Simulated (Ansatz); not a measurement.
A structure relaxed at PBE0-D4/def2-TZVP, charge 0, multiplicity 1:

Cartesian coordinates in Å:
```
F -1.728 -0.368 -2.501
In -1.688 -0.444 -0.558
F -1.885 1.232 0.427
F -2.230 -2.089 0.327
N 0.548 -0.560 -0.237
Si 1.199 0.832 0.704
H 0.957 -0.625 -1.166
H 0.718 -1.452 0.222
H 0.546 0.786 2.025
H 2.665 0.644 0.837
H 0.899 2.044 -0.081
```

(1) Give its formula and SMILES.

(2) Point group (tolerance 0.08 Å, 0.16 Å for H)?

(3) Summarise the bond lengths by kind.

## Answers

(1) F3H5InNSi, `[F][In-]([F])([F])[NH2+][SiH3]`.

(2) Cs.

(3) 3 × F–In 1.945 to 1.954 Å; 1 × In–N 2.262 Å; 1 × N–Si 1.802 Å; 2 × H–N 1.017 Å; 3 × H–Si 1.474 to 1.485 Å.

Program: Ansatz 0.2.0.
